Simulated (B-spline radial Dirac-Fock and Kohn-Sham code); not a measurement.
## Photoionisation of magnesium ions at W Kα (59318.2 eV)

These are calculated numbers from a radial atomic solver; the model is the independent-particle Dirac-Slater model, thresholds from Dirac-Fock. Cross sections in kb; a dash marks an empty subshell or a threshold above the photon energy.

```
  ion  configuration     total       1s        2s     2p1/2     2p3/2        3s
   Mg       [Ne] 3s2  0.003083  0.00288  0.000187  1.24e-06  2.24e-06  1.07e-05
 Mg²⁺   [He] 2s2 2p6  0.003074  0.00288  0.000188  1.25e-06  2.27e-06         –
 Mg⁵⁺   [He] 2s2 2p3  0.003126  0.00289  0.000232  8.60e-07  1.56e-06         –
 Mg⁸⁺       [He] 2s2  0.003197  0.00292  0.000282         –         –         –
Mg¹⁰⁺            1s2  0.002935  0.00293         –         –         –         –
```
